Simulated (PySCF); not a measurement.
Telling isomers of C7H7NSi apart by NMR

- structure optimised with GFN2-xTB
- σ from GIAO-PBE0/pcSseg-1
- run in PySCF 2.14
- no relativistic terms, one computed conformer, gas phase, one averaged value for each set of equivalent atoms

Scale: TMS for 1H, 13C (reference shieldings calculated alike). Where no couplings were computed, multiplicities follow the n + 1 count of equivalent neighbours, and m marks all less simple cases (inequivalent or close neighbours, rings, F or P nearby). Shifts are as computed. Against solution values, carbons near 30 ppm lie about +3 ppm off and those near 130 ppm about +5 ppm. Of 1309 compounds with measured shifts, 239 miss one by over three times the rms of a fit or turn the order of signals round; such compounds aren't used in these exercises.

(1) Tabulate the signals of `C=C=C(C#N)C#C[SiH2]C`, `C[C@H]1[SiH2]C=C1C#CC#N` and their relative energies.

(2) What is the quickest way to tell C=C=C(C#N)C#C[SiH2]C from C[C@H]1[SiH2]C=C1C#CC#N?

Results:

(1) 
```json
{"SMILES": "C=C=C(C#N)C#C[SiH2]C", "carbon types": "5×C 1×CH2 1×CH3", "δC": "240.6, 116.0, 107.0, 100.5, 86.5, 74.2, -5.4", "δH": "5.74 (s, 2H), 4.54 (q, 2H), 0.41 (t, 3H)", "E rel. (kcal/mol)": "8.2"}
{"SMILES": "C[C@H]1[SiH2]C=C1C#CC#N", "carbon types": "4×C 2×CH 1×CH3", "δC": "162.4, 154.9, 111.6, 79.5, 79.2, 36.7, 19.4", "δH": "7.13 (m, 1H), 4.92 (m, 1H), 4.58 (m, 1H), 2.56 (m, 1H), 1.43 (d, 3H)", "E rel. (kcal/mol)": "0.0"}
```

Energies are electronic energies at PBE0/pcSseg-1 on these geometries, without zero-point or thermal terms, each for the one conformer computed, which needn't be the lowest.

(2) Both give the same number of carbon signals, but DEPT or the intensities differ. The first has a central carbon of an allene (C) at 240.6 ppm, the second an alkene CH at 162.4 ppm. In the proton spectra the most deshielded non-exchanging signals are 5.74 (s, 2H) and 7.13 (m, 1H).
